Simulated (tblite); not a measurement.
Species: C5H6ClF2 (doublet state).
Cartesian coordinates in Å at the GFN2-xTB level; atoms count from 1:
```
atom  x, y, z in Å
C1     2.072    0.561    0.251
C2     1.523   -0.659   -0.004
C3     0.227   -0.898   -0.440
Cl4   -0.295   -2.525   -0.634
C5    -0.813    0.134   -0.710
C6    -1.723    0.347    0.504
F7    -1.045    0.929    1.520
F8    -2.732    1.196    0.190
H9     3.088    0.637    0.590
H10    1.523    1.478    0.150
H11    2.143   -1.534    0.141
H12   -0.345    1.089   -0.953
H13   -1.455   -0.171   -1.539
H14   -2.169   -0.585    0.884
```

Level: GFN2-xTB in tblite, geometry and Hessian alike; calculated harmonic values, unscaled, isolated species. The method is semi-empirical: single wavenumbers can be off by several per cent or more. One conformer, not necessarily the lowest. Open shells enter through the occupations alone, without spin polarisation, and single modes of such species can be off by tens of per cent.

Harmonic wavenumbers (cm⁻¹): 31.2, 51.8, 116.9, 173.4, 222.9, 302.0, 334.3, 412.4, 437.0, 464.3, 518.4, 569.5, 708.6, 785.6, 866.2, 948.6, 965.6, 1021.9, 1027.4, 1072.4, 1089.1, 1164.0, 1243.2, 1273.4, 1285.0, 1291.1, 1331.6, 1426.3, 1430.5, 1497.7, 2894.1, 2981.0, 3004.0, 3066.7, 3134.6, 3167.4.

A = 2078, B = 1190, C = 849.1 MHz; mass 139.013 u (most abundant isotopes); point group C1, symmetry number 1; spin multiplicity 2.

Task: Zero-point energy?

Result: Half the sum of the wavenumbers: 21155 cm⁻¹ = 60.48 kcal/mol.

Task: Give the ideal-gas entropy at 500 K and 1 bar in the rigid-rotor, harmonic-oscillator model (classical rotation).

Result: Translation 43.29, rotation 30.96, vibration 41.89, spin (R ln 2) 1.38: S = 117.5 cal/(mol K).

Task: And Cp and H(500 K) − H(0)?

Result: Cp = 46.16 cal/(mol K), of which vibrations give 38.21 (their classical limit is 36 R = 71.5); H(500 K) − H(0) = 14.25 kcal/mol without the zero-point energy, 10.27 from vibrations.

Task: Which modes carry the vibrational entropy at 500 K?

Result: 31.2 cm⁻¹: 6.78; 51.8 cm⁻¹: 5.77; 116.9 cm⁻¹: 4.16; 173.4 cm⁻¹: 3.39; 222.9 cm⁻¹: 2.90; 302.0 cm⁻¹: 2.33 cal/(mol K); the other 30 give 16.56 together.

Task: What must be added to the electronic energy to get the Gibbs energy at 500 K and 1 bar?

Result: ZPE + [H(500 K) − H(0)] − T·S = 60.48 + 14.25 − 58.76 = 15.97 kcal/mol.

Task: Blend soft modes into free rotors: weight 1/[1 + (100 cm⁻¹/ν̃)⁴] for the oscillator and the rest for a rotor with moment μB/(μ + B), μ = h/(8π²ν), B = 10⁻⁴⁴ kg m². What vibrational entropy results?

Result: 37.63 cal/(mol K) in place of 41.89, which changes −T·S at 500 K by +2.13 kcal/mol.

Hindered rotation and anharmonicity are outside this model. Other conformers, if any are populated, would add a mixing term that is left out. The structure is chiral; the term R ln 2 for an equal mix with its mirror image is left out.
